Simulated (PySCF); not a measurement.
Simulated absorption spectrum

C2H4Br2.
InChI=1S/C2H4Br2/c3-1-2-4/h1-2H2

Method used: TDDFT wB97X-D/def2-SVPD, vertical, gas phase, core orbitals frozen in the response in PySCF 2.14.0, density-fitted response routines. The structure is a single PBE0-D3(BJ)/def2-SVP conformer in the gas phase; no vibrational or solvent corrections. Relativistic effects, spin–orbit coupling among them, are left out although an element past zinc is present. Torsions of this conformer, `[Br:1][CH2:2][CH2:3][Br:4]`: Br1–C2–C3–Br4 180°.

Computed states:

| state | E (eV) | f |
| --- | --- | --- |
| S1 | 6.15 | 0.0000 |
| S2 | 6.20 | 0.017 |
| S3 | 6.21 | 0.0010 |
| S4 | 6.33 | 0.0000 |
| S5 | 7.60 | 0.063 |
| S6 | 7.64 | 0.0000 |
| S7 | 7.67 | 0.0000 |
| S8 | 7.87 | 0.231 |
| S9 | 8.45 | 0.120 |
| S10 | 8.47 | 0.0000 |

Each state is given a Gaussian of 0.5 eV full width at half maximum, with ε(max) = 2.175×10⁸ f / Δν̃ (Δν̃ the width in cm⁻¹). The width is an assumption, not a result. The curve ends short of the highest state used, and states not computed would add to its high-energy end.

Task: What does the envelope look like, and where are its maxima?

Result: 
```
E (eV)  ε (L mol⁻¹ cm⁻¹)
  5.40                 1
  5.46                 2
  5.51                 5
  5.57                12
  5.63                27
  5.68                50
  5.74                96
  5.80               170
  5.86               278
  5.91               394
  5.97               556
  6.03               725
  6.09               872
  6.14               957
  6.20               995
  6.26               955
  6.32               846
  6.37               720
  6.43               551
  6.49               389
  6.55               254
  6.60               167
  6.66                95
  6.72                50
  6.78                26
  6.83                17
  6.89                18
  6.95                35
  7.00                67
  7.06               144
  7.12               290
  7.18               546
  7.23               877
  7.29              1462
  7.35              2300
  7.41              3427
  7.46              4598
  7.52              6264
  7.58              8149
  7.64             10112
  7.69             11653
  7.75             13158
  7.81             14037
  7.87             14110
```

Maxima: 200 nm (6.20 eV), ε about 1000, made up of S2 (94%); 158 nm (7.85 eV), ε about 14000, made up of S5 (12%) and S8 (87%) (ε in L mol⁻¹ cm⁻¹; maxima over ε = 5, shares over 10%).

Task: Does any computed singlet lie in the visible range?

Result: No computed singlet lies in the visible range (380 to 750 nm); the lowest, at 202 nm, stands 2.89 eV above its violet end (3.26 eV).

Task: Coming from long wavelengths, where does ε first pass 100 L mol⁻¹ cm⁻¹?

Result: At about 216 nm (5.75 eV), 0.40 eV below S1.

Task: What would ε be at 7.85 eV, the highest of these maxima, with half the width (0.25 eV)?

Result: About 24700 L mol⁻¹ cm⁻¹ against 14200, a factor of about 1.7; a lone state at its own centre would give exactly 2.

All these states lie below the vertical ionisation energy of 10.60 eV (ΔSCF).

On one thread, Arm Neoverse N1 (aarch64), no GPU, on a shared host, this took 91 s of wall time and 0.71 GiB of memory at its peak.
